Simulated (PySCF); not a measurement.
## Bond length, frequency and bond energy of MnBr by level of theory

State: ⁷Σ⁺ (septet), unpaired electrons σ ↑↑, π ↑↑, δ ↑↑. Set-up: PySCF, spin-free X2C with a Gaussian nucleus, basis sets Mn ANO-RCC-VDZP, Br ANO-RCC-VDZP. De refers to Mn (3d5 4s2) + Br in their high-spin ground configurations, without counterpoise correction. The functionals are run spin-unrestricted. A positive dipole means Mn(−)Br(+).

```tsv
Level	Re (Å)	ωe (cm⁻¹)	De (eV)	μ (D)
UHF	2.469	272	n/a	-4.35
UHF-MP2	2.402	290	n/a	n/a
UHF-SCS-MP2	2.418	285	n/a	n/a
UHF-CCSD	2.413	287	2.86	n/a
UHF-CCSD(T)	2.408	287	2.85	n/a
PBE	2.385	278	3.38	-2.75
r²SCAN	2.384	286	3.59	-3.13
PBE0	2.395	282	3.25	-3.34
M06	2.387	286	2.27	-3.44
BHandHLYP	2.421	278	2.71	-3.74
CAM-B3LYP	2.392	284	2.86	-3.29
B2PLYP	2.408	280	2.87	-3.69
```

**Question.** Which functional lies closest to UHF-CCSD(T) in De, which farthest, and by how much do they differ from it?

**Answer.** Closest is CAM-B3LYP (-1.6 pm in Re, -1.0 % in ωe, +0.01 eV in De against UHF-CCSD(T) in the same basis), farthest r²SCAN (-2.4 pm in Re, -0.3 % in ωe, +0.74 eV in De). CCSD(T) converges more slowly with the basis than the functionals do and binds too weakly in this one, so the order can change at the basis-set limit.

**Question.** What does second-order correlation do here, going from UHF to UHF-MP2?

**Answer.** UHF-MP2 less UHF: -6.7 pm in Re, +6.6 % in ωe. Correlation nearly always deepens the well. The bond shortens, as in weak, metallic or heavy-atom bonds, where dispersion and the correlation of outer-core electrons pull the atoms together.

**Question.** What does the triples do here, going from UHF-CCSD to UHF-CCSD(T)?

**Answer.** UHF-CCSD(T) less UHF-CCSD: -0.5 pm in Re, +0.0 % in ωe, -0.01 eV in De. The bond shortens, as in weak, metallic or heavy-atom bonds, where dispersion and the correlation of outer-core electrons pull the atoms together.

Correlated steps freeze 14 core orbitals. Correlated levels converge slowly with the basis: in double zeta they bind strong bonds too weakly, by up to about 1 eV, and carry superposition errors of some tenths. The metal atom is held in its measured ground configuration; semilocal functionals can put another filling of s and d lower by some tenths of an eV, and De to that atom would be smaller. Spin–orbit coupling is left out. B2PLYP dipoles, levels and charges come from its SCF part alone. With d or f electrons several states lie close, and the lowest PBE0 determinant need not be the measured ground state.

The whole job (state search and all levels along the bond) took about 18 min on 1 thread of Arm Neoverse N1 (shared host), peak memory 0.8 GiB.
